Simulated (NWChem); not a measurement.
Program: NWChem. System: Se (+1), charge 1, spin multiplicity 4. Its SCF solution wasn't tested for a lower state.

Input file:

```
start mol
memory heap 100 mb stack 700 mb global 1900 mb
charge 1
geometry units angstroms nocenter noautoz
  Se     0.000000     0.000000     0.000000
  symmetry group D2h
end
basis spherical
  * library sto-3g
end
scf
  rohf
  nopen 3
  maxiter 100
  thresh 1e-7
  semidirect memsize 60000000 filesize 0
  # guess.movecs holds the orbitals of an unrestricted PBE0 run
  vectors input guess.movecs output mol.movecs
end
tce
  freeze core 9
  ccsd(t)
  2eorb
  2emet 13
  thresh 1e-6
  maxiter 100
  tilesize 24
end
task tce energy
```

The output up to the point where the run's verdict is printed (cleaned and shortened):

```
             Northwest Computational Chemistry Package (NWChem) 7.3.0
             --------------------------------------------------------

                                NWChem Input Module
                                -------------------

 Scaling coordinates for geometry "geometry" by  1.889725989
 (inverse scale =  0.529177249)

                             Geometry "geometry" -> ""
                             -------------------------

 Output coordinates in angstroms (scale by  1.889725989 to convert to a.u.)

  No.       Tag          Charge          X              Y              Z
 ---- ---------------- ---------- -------------- -------------- --------------
    1 Se                  34.0000     0.00000000     0.00000000     0.00000000

 Effective nuclear repulsion energy (a.u.)       0.0000000000

            Nuclear Dipole moment (a.u.)
            ----------------------------
        X                 Y               Z
 ---------------- ---------------- ----------------
     0.0000000000     0.0000000000     0.0000000000

      Symmetry information
      --------------------

 Group name             D2h
 Group number             26
 Group order               8
 No. of unique centers     1

      Symmetry unique atoms

     1


 Summary of "ao basis" -> "" (spherical)
 ------------------------------------------------------------------------------
       Tag                 Description            Shells   Functions and Types
 ---------------- ------------------------------  ------  ---------------------
 *                           sto-3g                   on all atoms

 Summary of "ao basis" -> "ao basis" (spherical)
 ------------------------------------------------------------------------------
       Tag                 Description            Shells   Functions and Types
 ---------------- ------------------------------  ------  ---------------------
 Se                          sto-3g                  8       18   4s3p1d

                                 NWChem SCF Module
                                 -----------------

  ao basis        = "ao basis"
  functions       =    18
  atoms           =     1
  closed shells   =    15
  open shells     =     3
  charge          =   1.00
  wavefunction    = ROHF
  use symmetry    = T
  symmetry adapt  = T

 Summary of "ao basis" -> "ao basis" (spherical)
 ------------------------------------------------------------------------------
       Tag                 Description            Shells   Functions and Types
 ---------------- ------------------------------  ------  ---------------------
 Se                          sto-3g                  8       18   4s3p1d

      Symmetry analysis of basis
      --------------------------

        ag          6
        au          0
        b1g         1
        b1u         3
        b2g         1
        b2u         3
        b3g         1
        b3u         3

 Forming initial guess at       0.0s

      Symmetry analysis of molecular orbitals - initial
      -------------------------------------------------

  Numbering of irreducible representations:

     1 ag          2 au          3 b1g         4 b1u         5 b2g
     6 b2u         7 b3g         8 b3u

  Orbital symmetries:

     1 ag          2 ag          3 b1u         4 b3u         5 b2u
     6 ag          7 b1u         8 b3u         9 b2u        10 ag
    11 b2g        12 b3g        13 b1g        14 ag         15 ag
    16 b2u        17 b3u        18 b1u

 Starting SCF solution at       0.0s

 ----------------------------------------------
         Quadratically convergent ROHF

 Convergence threshold     :          1.000E-07
 Maximum no. of iterations :          100
 Final Fock-matrix accuracy:          1.000E-09
 ----------------------------------------------

              iter       energy          gnorm     gmax       time
             ----- ------------------- --------- --------- --------
                 1    -2373.2979914118  2.08D-01  1.20D-01      0.1
```

The run crashed. NWChem stopped with the message: rohf_hessv_xx: pflg invalid.
